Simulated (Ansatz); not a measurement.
Isolated molecules relaxed with PBE0-D4/def2-TZVP in Ansatz; ΔE leaves out vibrations. CCSD(T)/CBS is the MP2 limit (def2-TZVPP, def2-QZVPP) plus CCSD(T) − MP2 in def2-TZVPP, frozen cores. This one scheme is used for every species. Functionals use def2-TZVPP. B3LYP here is the variant with VWN-RPA as its local correlation; programs differ in this. For Ge outer-core shells are correlated without core-valence functions, which leaves a few kJ/mol of doubt a bond. Scalar relativity is left out up to krypton. One conformer a species, not always the lowest.

Reaction (substitution at a C–C bond): `O=CCBCl` + `[OH][GeH3]` → `ClBC[O][GeH3]` + `C=O`

```tsv
level	ΔE (kJ/mol)	difference from CCSD(T)/CBS
PBE-D4	99.4	2.6
r2SCAN-D4	102.2	5.4
PBE0-D4	100.5	3.7
ωB97X-V	93.8	-3.0
ωB97M-V	96.1	-0.7
r2SCAN	103.0	6.2
PBE0	103.0	6.2
B3LYP	96.7	-0.1
MP2/def2-TZVPP	101.2	4.4
CCSD/def2-TZVPP	94.0	-2.8
HF/def2-QZVPP	93.2	-3.6
MP2/def2-QZVPP	102.9	6.1
SCS-MP2/def2-QZVPP	97.0	0.2
HF/CBS(def2)	93.3	-3.5
MP2/CBS(def2)	103.8	7.0
CCSD/CBS(def2)	96.6	-0.2
CCSD(T)/CBS	96.8	0
```

Largest T1 diagnostic among the species: 0.015.

The D4 term adds −4.3 kJ/mol with B3LYP and −2.5 kJ/mol with PBE0; it sums over pairs of atoms, weighted by their polarisabilities, and B3LYP, whose exchange is more repulsive, gets the larger term.
